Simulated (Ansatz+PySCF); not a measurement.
# singlet Li₄F₄: levels of theory in one basis

```xyz
8

Li   -0.8556   -0.8556   -0.8556
F    -0.9490   -0.9490    0.9490
F    -0.9490    0.9490   -0.9490
Li   -0.8556    0.8556    0.8556
F     0.9490   -0.9490   -0.9490
Li    0.8556   -0.8556    0.8556
Li    0.8556    0.8556   -0.8556
F     0.9490    0.9490    0.9490
```

Basis set: def2-SVP (spherical functions). Frozen core: 4 orbitals. Charge 0, multiplicity 1.

Computed with Ansatz (development build ahead of 0.2.0); each method stands on the lowest determinant of its kind that the runs found. NEVPT2 correlates all electrons. Active spaces start from the frontier orbitals, and the lowest solution found is given.

```json
{"method": "RHF", "E − E(RHF) (eV)": "0.00", "<S²> of the determinant": "0.00"}
{"method": "RHF-MP2", "E − E(RHF) (eV)": "-22.37", "<S²> of the determinant": "–"}
{"method": "CASSCF(2,2)", "E − E(RHF) (eV)": "-0.38", "<S²> of the determinant": "–"}
```

(1) What does SC-NEVPT2(2,2) give on the same scale?

(2) Is a single determinant a sound starting point here?

## Answers

(1) -22.56 eV. NEVPT2 here correlates all electrons, so it doesn't share the others' frozen core.

(2) By this sign, yes. Unrestricted orbitals gain 0.00 eV and <S²> is 0.00 against 0.00 for a pure state. The CASSCF(2,2) natural occupations are 1.99, 0.01.

Caution for CASSCF(2,2): other starts end on other solutions of this active space.
